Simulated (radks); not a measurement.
Problem. Species: Sm II. Configuration: [Xe] 4f6 6s1. Method: non-relativistic Kohn-Sham, Tao-Mo meta-GGA, spin-unpolarised, spherical densities, point nucleus; meta-GGA in the generalised Kohn-Sham scheme; relativity is left out, which matters for an element this heavy; computed with a radial shooting solver on a logarithmic mesh with Libxc functionals. Some entries of the table are withheld. Estimate them.

orbital,occ.,eigenvalue (eV),r(max) (bohr),<r> (bohr)
1s,2,-44082.24,0.01622,0.02446
2s,2,(1),0.08896,0.1044
2p,6,-6612.134,0.06936,0.08861
3s,2,-1526.103,0.2485,0.2703
3p,6,-1370.049,(2),(3)
3d,10,-1081.748,0.1890,0.2318
4s,2,-303.2701,0.5699,0.6124
4p,6,-243.1671,0.5770,0.6287
4d,10,-137.2392,0.5879,0.6705
5s,2,-44.4629,(4),(5)
5p,6,-28.7729,1.471,(6)
4f,6,-11.3966,0.5997,0.9441
6s,1,-7.8348,3.764,4.193

Solution. 
(1) 2s eigenvalue (eV): -6967.603
(2) 3p r(max) (bohr): 0.2358
(3) 3p <r> (bohr): 0.2603
(4) 5s r(max) (bohr): 1.344
(5) 5s <r> (bohr): 1.504
(6) 5p <r> (bohr): 1.694
